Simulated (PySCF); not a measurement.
## Pb(IV) with different ligands

Computed with PySCF 2.14.0, PBE0, def2-SVP on the ligands, density fitting, scalar-relativistic core potentials, no spin-orbit coupling, vacuum. The metal has def2-SVP with ECP60. Each complex is relaxed within the symmetry of a template of the same shape. Distances are means of the shortest metal–ligand contacts, charges and spins Mulliken's.

| complex | point group | M–first ligand (Å) | charge on M (e) | HOMO–LUMO gap (eV) | strongest infrared band, degenerate modes summed (cm⁻¹) | unstable modes (below −25 cm⁻¹) |
| --- | --- | --- | --- | --- | --- | --- |
| [PbO(OH)]+ | Cs | 1.892 | 1.36 | 4.48 | – | 0 |
| [PbOCl]+ | C∞v | 1.897 | 1.25 | 4.20 | 93 | 0 |
| [PbOF]+ | C∞v | 1.902 | 1.52 | 4.28 | 123 | 0 |

Task: What does the calculation give for [PbSF]+?

Result: point group: C∞v, M–first ligand (Å): 2.262, charge on M (e): 1.17, HOMO–LUMO gap (eV): 3.24, strongest infrared band, degenerate modes summed (cm⁻¹): 648, unstable modes (below −25 cm⁻¹): 0.
```xyz
3

Pb   -0.1289    0.0000    0.3765
S     2.1315    0.0000    0.4727
F    -2.0945    0.0000    0.2933
```

One start shape was tried for each, so a minimum needn't be the lowest isomer.
